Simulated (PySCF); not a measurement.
These are PBE-D3(BJ)/def2-TZVP // r2SCAN-D4/def2-SVP in PySCF values and carry that method's errors. All species are isolated molecules in the gas phase. One relaxed conformer stands for a flexible species; it need not be the lowest. 

Reference species: [Hf(OH)(H)3] (neutral, multiplicity 1).

coordination number: 4
LUMO: -2.33 eV

Changed species: [Hf(H)4] (4 of 4 OH replaced by H; the reference has 3 of 4 OH replaced by H).

Q: Predict the effect on the coordination number and LUMO.

A: the coordination number stays essentially unchanged; the LUMO drops by 0.74 eV, to -3.07 eV.
